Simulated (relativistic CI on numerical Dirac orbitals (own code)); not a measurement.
# Tc²⁸⁺: sensitivity of the levels to the model

Base calculation: Dirac-Coulomb-Breit CI, KLI orbitals optimised for each configuration, model QED (radiative potential, 1s self-energy scaled to tabulated hydrogen-like ionisation energies), unscaled Slater integrals.

CI space (outside the closed core [Ne]): 3s2 3p3, 3s 3p4, 3s2 3p2 3d, 3p5, 3s 3p3 3d, 3p4 3d, 3s 3p2 3d2, 3s2 3p 3d 4p, 3p4 4s, 3s 3p2 3d 4s, 3s2 3p2 4s, 3p4 4p, 3s2 3p2 4p, 3s2 3p2 4d, 3p3 3d 4p, 3s 3p3 4s, 3s2 3p2 4f, 3s 3p3 4p, 3s 3p3 4d, 3s 3p3 4f, 3s2 3p2 5s, 3s2 3p2 5p, 3s2 3p 4s 4p, 3s2 3p2 5d, 3s2 3p2 5f, 3s2 3p2 5g, 3s 3p2 4s2, 3s 3p3 5s, 3s2 3p 3d2, 3s2 3d3, 3s 3p 3d3, 3s2 3d2 4s, 3s2 3d2 4p, 3s2 3d2 4d, 3p3 3d2, 3p2 3d3, 3p2 3d2 4s, 3p2 3d2 4p, 3p2 3d2 4d, 3s2 3p 3d 4s, 3s 3p 3d2 4s, 3s2 3d 4s2, 3s2 3d 4s 4p, 3s2 3d 4s 4d, 3s 3p2 3d 4p, 3s 3p 3d2 4p, 3s 3p 3d 4s 4p, 3s 3p 3d 4p2, 3s 3p 3d 4p 4d, 3p3 3d 4s, 3p2 3d 4s2, 3p2 3d 4s 4p, 3p2 3d 4s 4d, 3s2 3p 4s2, 3s 3p 3d 4s2, 3s2 4s2 4p, 3s2 4s2 4d, 3s2 3p 4p2, 3s2 3d 4p2, 3s2 4s 4p2, 3s2 4p3, 3s2 4p2 4d, 3s 3p2 4s 4p, 3s 3p 4s2 4p, 3s 3p 4s 4p2, 3s 3p 4s 4p 4d. Double excitations out of closed p, d and f shells are left out; levels of such configurations are missing from the list, as are those of other unlisted configurations, and high levels can miss mixing partners. These lack a partner that the ground configuration has and come out too high: 3s2 3p2 4f, 3s 3p3 4d, 3s 3p3 4f, 3s2 3p2 5s, 3s2 3p2 5p.

The lowest level and the first level of each name with at least 55 % of one term (blank where a level has no safe partner in the second run):

```csv
Level,Base (cm⁻¹),Shift (cm⁻¹)
3s2 3p3 4S°_3/2,0,0
3s2 3p3 2D°_5/2,223206,-129299
3s2 3p3 2P°_1/2,284069,-132819
3s2 3p3 2P°_3/2,459677,-308428
3s 3p4 4P_5/2,761420,-188032
3s 3p4 4P_1/2,879529,-306140
3s2 3p2 3d 2F_5/2,1083154,-138294
3s2 3p2 3d 4F_7/2,1112395,-195922
3s2 3p2 3d 4F_9/2,1169794,-253321
3s2 3p2 3d 2G_7/2,1257040,
3s2 3p2 3d 2D_3/2,1322062,-216451
3s2 3p2 3d 2G_9/2,1381961,-341422
3s 3p3 3d 6D°_1/2,1626154,-321426
3s 3p3 3d 6D°_5/2,1627208,-322480
3s 3p3 3d 6D°_3/2,1627861,-323132
3s 3p3 3d 6D°_7/2,1635317,-330589
3s 3p3 3d 6D°_9/2,1666539,-361811
3s 3p3 3d 4D°_3/2,1812060,
3s 3p3 3d 4D°_1/2,1814190,-395703
```

At this charge energies of transitions that change n are usually good to better than 1 %, and those within a shell (Δn = 0) to a few per cent.

(1) One thing was changed in a second run, which moved the levels as shown. Which?
A. QED terms removed
B. non-relativistic limit
C. Breit term removed
D. one mean potential for all configurations
E. configuration mixing switched off

## Answers

(1) B. Non-relativistic limit. Without relativity the fine structure collapses and s electrons lose their extra binding.

LS names give the leading component of a level, which can be under half, so a name can repeat, a term be missing and a line seem to break the LS rules.
